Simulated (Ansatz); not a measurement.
C₂H₄OSi (`O=C=C[SiH3]`), relaxed with RKS PBE0-D4/def2-TZVP in Ansatz 0.2.0 from a PBE-D4/def2-SVP geometry. The force threshold is 0.005 eV/Å; the program also tests the step.

The species carries charge 0 and has multiplicity 1.

Start:

```xyz
8

O    -0.510   -1.599    2.227
C    -0.167   -1.260    1.156
C     0.207   -0.838   -0.043
Si    0.002    0.948   -0.552
H     0.641   -1.583   -0.732
H     1.332    1.567   -0.891
H    -0.890    1.065   -1.760
H    -0.615    1.699    0.595
```

```json
{"step": "1", "energy (eV)": "-12056.8344", "largest force (eV/Å)": "1.574", "largest move (Å)": "0.000"}
{"step": "2", "energy (eV)": "-12056.8847", "largest force (eV/Å)": "0.134", "largest move (Å)": "0.040"}
{"step": "3", "energy (eV)": "-12056.8871", "largest force (eV/Å)": "0.039", "largest move (Å)": "0.012"}
{"step": "4", "energy (eV)": "-12056.8872", "largest force (eV/Å)": "0.015", "largest move (Å)": "0.004"}
{"step": "5", "energy (eV)": "-12056.8873", "largest force (eV/Å)": "0.017", "largest move (Å)": "0.003"}
{"step": "6", "energy (eV)": "-12056.8873", "largest force (eV/Å)": "0.012", "largest move (Å)": "0.003"}
{"step": "7", "energy (eV)": "-12056.8873", "largest force (eV/Å)": "0.008", "largest move (Å)": "0.002"}
{"step": "8", "energy (eV)": "-12056.8873", "largest force (eV/Å)": "0.003", "largest move (Å)": "0.001"}
```

End:

```xyz
8

O    -0.504   -1.558    2.190
C    -0.164   -1.235    1.134
C     0.208   -0.832   -0.052
Si    0.001    0.937   -0.543
H     0.635   -1.575   -0.717
H     1.314    1.547   -0.878
H    -0.880    1.053   -1.734
H    -0.609    1.662    0.600
```

It took 16 s on 4 threads of a server CPU on a shared host, with 0.31 GiB of host memory at the peak.
